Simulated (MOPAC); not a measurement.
Input file for MOPAC: PM6 on H2S2Se (SMILES S[Se]S), a point of a torsion scan.

```
PM6 1SCF PRECISE CHARGE=0 THREADS=1
H2S2Se

S      1.80537814 1    -0.33105028 1    -0.23485168 1
Se    -0.18293462 1    -1.09335609 1    -0.71838241 1
S     -1.02741710 1    -1.58527900 1     1.23626699 1
H      1.45445789 1     0.95426540 1    -0.10489494 1
H     -1.24652070 1    -0.33194542 1     1.65029603 1
```

The log:

```
*******************************************************************************
 **                                                                           **
 **                              MOPAC v23.2.5                                **
 **                                                                           **
 *******************************************************************************
 ** MOPAC's Digital Object Identifier: https://doi.org/10.5281/zenodo.6511958 **
 **                                                                           **
 ** Please cite the open-source release paper for use of this MOPAC version:  **
 ** J. E. Moussa and J. J. P. Stewart (2026)                                  **
 ** MOPAC: An open-source semiempirical molecular orbital program             **
 ** J. Open Source Softw., 11(119), 8025, https://doi.org/10.21105/joss.08025 **
 *******************************************************************************

                              PM6 CALCULATION RESULTS

 *******************************************************************************
 *  PM6        - The PM6 Hamiltonian to be used
 *
 *
 *
 *                 CHARGE ON SYSTEM = 0
 *
 *
 *
 *  PRECISE    - TIGHTER CRITERIA TO BE USED
 *  1SCF       - DO 1 SCF AND THEN STOP
 *  THREADS=1  - MULTI-THREADING NOT USED
 *  T=         - A TIME OF 172800.0 SECONDS REQUESTED
 *  DUMP=N     - RESTART FILE WRITTEN EVERY 7200.0 SECONDS REQUESTED
 *******************************************************************************
PM6 1SCF PRECISE CHARGE=0 THREADS=1
 H2S2Se

   ATOM   CHEMICAL          X               Y               Z
  NUMBER   SYMBOL      (ANGSTROMS)     (ANGSTROMS)     (ANGSTROMS)

     1       S          1.80537814  *  -0.33105028  *  -0.23485168  *
     2      Se         -0.18293462  *  -1.09335609  *  -0.71838241  *
     3       S         -1.02741710  *  -1.58527900  *   1.23626699  *
     4       H          1.45445789  *   0.95426540  *  -0.10489494  *
     5       H         -1.24652070  *  -0.33194542  *   1.65029603  *



          CARTESIAN COORDINATES

    NO.       ATOM           X           Y           Z

     1         S          1.8054     -0.3311     -0.2349
     2        Se         -0.1829     -1.0934     -0.7184
     3         S         -1.0274     -1.5853      1.2363
     4         H          1.4545      0.9543     -0.1049
     5         H         -1.2465     -0.3319      1.6503

 General Reference for PM6:
 "Optimization of Parameters for Semiempirical Methods V: Modification of NDDO Approximations
 and Application to 70 Elements", J. J. P. Stewart, J. Mol. Mod., 13, 1173-1213 (2007)
 URL: https://link.springer.com/article/10.1007/s00894-007-0233-4

           Empirical Formula: H2 S2 Se  =     5 atoms



      MOLECULAR POINT GROUP   :   C1


      RHF CALCULATION, NO. OF DOUBLY OCCUPIED LEVELS = 10


 -------------------------------------------------------------------------------
 PM6 1SCF PRECISE CHARGE=0 THREADS=1
 H2S2Se



     1SCF WAS SPECIFIED, SO BFGS WAS NOT USED
     SCF FIELD WAS ACHIEVED


                              PM6 CALCULATION
                                                       MOPAC v23.2.5 Linux




          FINAL HEAT OF FORMATION =         64.54641 KCAL/MOL =     270.06216 KJ/MOL


          COSMO AREA              =        117.72 SQUARE ANGSTROMS
          COSMO VOLUME            =        107.45 CUBIC ANGSTROMS

          IONIZATION POTENTIAL    =          9.028188 EV
          HOMO LUMO ENERGIES (EV) =         -9.028 -2.071
          NO. OF FILLED LEVELS    =         10
          MOLECULAR WEIGHT        =        145.0958         POINT GROUP:  C1

          MOLECULAR DIMENSIONS (Angstroms)

            Atom       Atom       Distance
            H     4    S     3     3.79575
            H     5   Se     2     2.50503
           Se     2    S     1     1.34791


          SCF CALCULATIONS        =          1





   ATOM   CHEMICAL          X               Y               Z
  NUMBER   SYMBOL      (ANGSTROMS)     (ANGSTROMS)     (ANGSTROMS)

     1       S          1.80537814  *  -0.33105028  *  -0.23485168  *
     2      Se         -0.18293462  *  -1.09335609  *  -0.71838241  *
     3       S         -1.02741710  *  -1.58527900  *   1.23626699  *
     4       H          1.45445789  *   0.95426540  *  -0.10489494  *
     5       H         -1.24652070  *  -0.33194542  *   1.65029603  *

                             CARTESIAN COORDINATES

   1    S        1.805378140    -0.331050280    -0.234851680
   2   Se       -0.182934620    -1.093356090    -0.718382410
   3    S       -1.027417100    -1.585279000     1.236266990
   4    H        1.454457890     0.954265400    -0.104894940
   5    H       -1.246520700    -0.331945420     1.650296030


           Empirical Formula: H2 S2 Se  =     5 atoms



      MOLECULAR POINT GROUP   :   C1


                  EIGENVALUES
 -29.73133 -29.34688 -21.63121 -14.42317 -14.24332 -12.18770 -11.84414  -9.93594
  -9.51157  -9.02819  -2.07134  -1.25842   0.17967   0.29889   1.61495   1.64447
   1.67990   1.68940   1.79425   1.83340   1.86476   1.88685   3.15573   3.23279


              NET ATOMIC CHARGES AND DIPOLE CONTRIBUTIONS

  ATOM NO.   TYPE          CHARGE      No. of ELECS.   s-Pop       p-Pop       d-Pop
    1          S          -0.275370        6.2754     1.93698     4.19648     0.14191
    2         Se           0.164150        5.8358     1.99345     3.84240
    3          S          -0.272503        6.2725     1.93674     4.19487     0.14089
    4          H           0.191500        0.8085     0.80850
    5          H           0.192223        0.8078     0.80778
 DIPOLE           X         Y         Z       TOTAL
 POINT-CHG.    -1.000     2.222    -0.447     2.477
 HYBRID         0.213    -0.438     0.153     0.510
 SUM           -0.787     1.784    -0.294     1.972


          ATOMIC ORBITAL ELECTRON POPULATIONS

     Atom    s        px        py        pz      x^2-y^2     xz        z^2       yz        xy
    1  S   1.93698   1.16873   1.12207   1.90568   0.07857   0.00626   0.03058   0.00568   0.02082
    2 Se   1.99345   1.08616   1.80843   0.94781
    3  S   1.93674   1.73695   1.18170   1.27622   0.04778   0.01347   0.02064   0.04374   0.01527
    4  H   0.80850
    5  H   0.80778

 **********************
 *                    *
 * JOB ENDED NORMALLY *
 *                    *
 **********************




 == MOPAC DONE ==
```

The run finished.

Cost: about 0.03 core-seconds (a rough figure).
